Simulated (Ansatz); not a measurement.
BrFZn (`[F][Zn][Br]`), relaxed with RKS PBE0-D4/def2-TZVP in Ansatz 0.2.0 from a PBE-D4/def2-SVP geometry. The force threshold is 0.005 eV/Å; the program also tests the step.

Total charge 0; spin multiplicity 1.

Start:

```xyz
3

F    -0.855   -1.690   -0.219
Zn   -0.073   -0.140   -0.018
Br    0.928    1.830    0.237
```

(1) How much energy does the relaxation release, and in how many steps? (Best estimate.)

(2) Which bonds change most? (An estimate is asked.)

(3) Give the relaxed structure. (Estimate.)

## Answers

(1) Ansatz gave: 0.00 eV, in 3 steps.

(2) Computed: Zn2–Br3 from 2.225 to 2.210 Å; F1–Zn2 from 1.748 to 1.742 Å.

(3) The calculation gave: 
```xyz
3

F    -0.852   -1.682   -0.218
Zn   -0.070   -0.138   -0.018
Br    0.922    1.820    0.236
```
